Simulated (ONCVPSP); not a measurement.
**nitrogen ONCV: all-electron and pseudo phase curves**

```json
{
  "Element": "nitrogen (N)",
  "Generator": "ONCVPSP 4.0.1",
  "Type": "optimised norm-conserving Vanderbilt (ONCV)",
  "Functional": "PW91",
  "Relativity": "scalar-relativistic",
  "Frozen core": "[He]",
  "Valence charge": "5",
  "Reference configuration": "2s2 2p3",
  "Partial waves": "2s: rc 1.15 bohr, ncon 5, nbas 9, qcut 7.3 1/bohr, 3 projectors, debl 4 Ha; 2p: rc 1.75 bohr, ncon 4, nbas 7, qcut 6.2 1/bohr, 1 projector; d scattering state at 0.33 Ha: rc 1.60 bohr, ncon 4, nbas 8, qcut 5.5 1/bohr, 2 projectors, debl 2.8 Ha",
  "Local potential": "polynomial inside 0.75 bohr (lpopt 5, dvloc0 3 Ha)",
  "Core correction": "Teter function, fcfact 2.5, rcfact 1.55"
}
```

The phase is arctan(r·R′/R) of the radial function R(r), unwrapped; energies in Ha, scanned from -2 to 5 Ha. A pole is an energy at which the radial function vanishes at the test radius. The pseudo phase is shifted by a multiple of π to meet the all-electron one at the reference energy, and phase errors are pseudo minus all-electron; the curves can meet again beyond the range given. Levels narrower than the energy grid can be missing from the lists of poles.

| channel | radius (bohr) | reference energy (Ha) | poles, all-electron | poles, pseudo | unbroken range about the reference energy with phases within 0.05 rad | phase error 1 Ha above the reference energy (rad) |
| --- | --- | --- | --- | --- | --- | --- |
| s | 1.16 | -0.68 | 2.62 | 2.62 | the whole range | -0.000 |
| p | 1.78 | -0.26 | 0.30 | 0.32 | below 1.1 | +0.020 |
| d | 1.63 | 0.33 | 4.08 | 4.08 | the whole range | -0.000 |

Phases in the p channel:

```json
{"E (Ha)": "-1.98", "all-electron": "1.131", "pseudo": "1.133"}
{"E (Ha)": "-1.80", "all-electron": "1.090", "pseudo": "1.093"}
{"E (Ha)": "-1.62", "all-electron": "1.038", "pseudo": "1.042"}
{"E (Ha)": "-1.44", "all-electron": "0.968", "pseudo": "0.972"}
{"E (Ha)": "-1.26", "all-electron": "0.868", "pseudo": "0.874"}
{"E (Ha)": "-1.08", "all-electron": "0.716", "pseudo": "0.723"}
{"E (Ha)": "-0.90", "all-electron": "0.468", "pseudo": "0.476"}
{"E (Ha)": "-0.72", "all-electron": "0.058", "pseudo": "0.067"}
{"E (Ha)": "-0.54", "all-electron": "-0.479", "pseudo": "-0.475"}
{"E (Ha)": "-0.36", "all-electron": "-0.927", "pseudo": "-0.926"}
{"E (Ha)": "-0.18", "all-electron": "-1.208", "pseudo": "-1.208"}
{"E (Ha)": "0.00", "all-electron": "-1.384", "pseudo": "-1.382"}
{"E (Ha)": "0.18", "all-electron": "-1.505", "pseudo": "-1.500"}
{"E (Ha)": "0.36", "all-electron": "-1.597", "pseudo": "-1.590"}
{"E (Ha)": "0.54", "all-electron": "-1.676", "pseudo": "-1.664"}
{"E (Ha)": "0.72", "all-electron": "-1.750", "pseudo": "-1.731"}
{"E (Ha)": "0.90", "all-electron": "-1.827", "pseudo": "-1.797"}
{"E (Ha)": "1.08", "all-electron": "-1.914", "pseudo": "-1.868"}
{"E (Ha)": "1.26", "all-electron": "-2.020", "pseudo": "-1.949"}
{"E (Ha)": "1.44", "all-electron": "-2.163", "pseudo": "-2.048"}
{"E (Ha)": "1.62", "all-electron": "-2.369", "pseudo": "-2.176"}
{"E (Ha)": "1.80", "all-electron": "-2.675", "pseudo": "-2.354"}
{"E (Ha)": "1.98", "all-electron": "-3.089", "pseudo": "-2.603"}
{"E (Ha)": "2.16", "all-electron": "-3.517", "pseudo": "-2.939"}
{"E (Ha)": "2.34", "all-electron": "-3.846", "pseudo": "-3.319"}
{"E (Ha)": "2.52", "all-electron": "-4.065", "pseudo": "-3.655"}
{"E (Ha)": "2.70", "all-electron": "-4.211", "pseudo": "-3.905"}
{"E (Ha)": "2.88", "all-electron": "-4.312", "pseudo": "-4.079"}
{"E (Ha)": "3.06", "all-electron": "-4.386", "pseudo": "-4.202"}
{"E (Ha)": "3.24", "all-electron": "-4.443", "pseudo": "-4.292"}
{"E (Ha)": "3.42", "all-electron": "-4.488", "pseudo": "-4.359"}
{"E (Ha)": "3.60", "all-electron": "-4.524", "pseudo": "-4.412"}
{"E (Ha)": "3.78", "all-electron": "-4.555", "pseudo": "-4.455"}
{"E (Ha)": "3.96", "all-electron": "-4.582", "pseudo": "-4.490"}
{"E (Ha)": "4.14", "all-electron": "-4.605", "pseudo": "-4.519"}
{"E (Ha)": "4.32", "all-electron": "-4.625", "pseudo": "-4.545"}
{"E (Ha)": "4.50", "all-electron": "-4.644", "pseudo": "-4.567"}
{"E (Ha)": "4.68", "all-electron": "-4.661", "pseudo": "-4.586"}
{"E (Ha)": "4.86", "all-electron": "-4.677", "pseudo": "-4.604"}
```
